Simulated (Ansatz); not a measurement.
```yaml
crystal:
  periodic: [false, false, false]
  atoms:
    - {symbol: Cl, position_ang: [0.859291, 0.372635, 2.575041]}
    - {symbol: B, position_ang: [1.005375, 0.342227, 0.816277]}
    - {symbol: Cl, position_ang: [-0.414519, 1.371738, -0.063797]}
    - {symbol: B, position_ang: [-1.004203, -0.341928, -0.816097]}
    - {symbol: Cl, position_ang: [-0.875739, -0.377621, -2.576020]}
    - {symbol: Cl, position_ang: [0.423776, -1.369406, 0.053101]}
    - {symbol: H, position_ang: [2.042322, 0.638425, 0.324427]}
    - {symbol: H, position_ang: [-2.036304, -0.636070, -0.312923]}
basis:
  gaussian: {orbitals: "6-31G*", point_charges: [{charge: -1.00, position_ang: [6.930, 0.191, -0.021]}]}
total_charge: -1
magnetization: {spin_polarized: true, initial_magnetization: 1}
hamiltonian: {xc: {name: PBEsol}}
output: {forces: true}
```

```sh
$ ansatz run in.yaml --threads 4 --pin off --events-out ev --progress --plain --max-ram 10444MiB
```

Output, abridged:

```
Functional definition: PBEsol
1278 factors; their error is unknown
mean field evaluation 1: about -51368.5131 eV, gradient 1.6e1 eV
mean field evaluation 2: about -51367.6962 eV, gradient 2.1e1 eV
mean field evaluation 4: about -51370.4107 eV, gradient 3.1e0 eV
mean field evaluation 8: about -51370.4739 eV, gradient 1.5e-1 eV
mean field evaluation 16: about -51370.4139 eV, gradient 4.1e-4 eV
mean field -51370.41388974 eV, -1887.8278903308 hartree, gradient 1.1e-5 eV, S^2 0.752219; 3 other end points of the search recorded, 0 dependent functions left out
reference -51370.41392149 eV, -1887.8278914974 hartree; 41, 40 occupied and 69, 70 virtual orbitals, 1278 factors
Total energy: -51370.41392149 eV, -1887.8278914974 hartree
Atom 0 at     0.859291     0.372635     2.575041 Å, force     0.016846     0.088726     1.406894 eV/Å
Atom 1 at     1.005375     0.342227     0.816277 Å, force     0.316841     0.166281    -0.532892 eV/Å
Atom 2 at    -0.414519     1.371738    -0.063797 Å, force    -0.419245     1.579899     0.029712 eV/Å
Atom 3 at    -1.004203    -0.341928    -0.816097 Å, force    -0.008404    -0.243038     0.529147 eV/Å
Atom 4 at    -0.875739    -0.377621    -2.576020 Å, force    -0.183043    -0.100673    -1.453348 eV/Å
Atom 5 at     0.423776    -1.369406     0.053101 Å, force     0.218601    -1.450915    -0.027869 eV/Å
Atom 6 at     2.042322     0.638425     0.324427 Å, force     0.568979     0.188158     0.028359 eV/Å
Atom 7 at    -2.036304    -0.636070    -0.312923 Å, force    -0.763968    -0.234517     0.039019 eV/Å
Dipole moment:     0.190754     0.001178     0.030955 e Å
```

Hardware: 4 threads of an Arm Neoverse V2 on a shared host. Wall time 3.3 s, peak host memory 0.48 GiB.
